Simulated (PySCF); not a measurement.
A calculated (UHF, PySCF 2.14, cc-pVTZ-DK, the spin-free X2C one-electron Hamiltonian (Gaussian nucleus)) atom or ion has these occupied shells.

```csv
shell,electrons,orbital energy (eV),"rms radius, mean of both spins (bohr)"
1s α,1,-740.75,0.204
1s β,1,-737.86,0.204
2s α,1,-65.482,1.06
2s β,1,-54.416,1.06
2p α,3,-40.716,1.10
2p β,1,-35.644,1.10
```

(1) Name the element and its charge.

Results:

(1) F⁺ (fluorine, charge +1), in [He] 2s2 2p4, high-spin 3P determinant.
